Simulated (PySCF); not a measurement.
SMILES [Br][Ge]([Cl])([Cl])[Cl] (BrCl3Ge), PBE0/def2-SVP optimised geometry.

```
5

Cl     1.41    -1.01     0.00
Ge    -0.72    -1.01     0.00
Cl    -1.41     1.01     0.00
Cl    -1.41    -1.98    -1.76
Br    -1.49    -2.09     1.84
```

Density from PySCF with PBE0/def2-TZVP at that geometry.

Minimum of the electron density along straight lines between bonded atoms, close to the bond critical point (lines longer than 1.1 times the sum of covalent radii, or with two minima, are not listed):

```csv
bond,length / Å,ρ at the minimum / e bohr⁻³,∇²ρ there / e bohr⁻⁵,position (fraction from the first atom)
Cl1–Ge2,2.130,0.112,0.17,0.57
Ge2–Cl3,2.130,0.112,0.17,0.43
Ge2–Cl4,2.130,0.112,0.17,0.43
Ge2–Br5,2.273,?,?,0.43
```

Question: Fill in the missing entries.

Answer: 
- Ge2–Br5, ρ at the minimum / e bohr⁻³: 0.101
- Ge2–Br5, ∇²ρ there / e bohr⁻⁵: 0.05
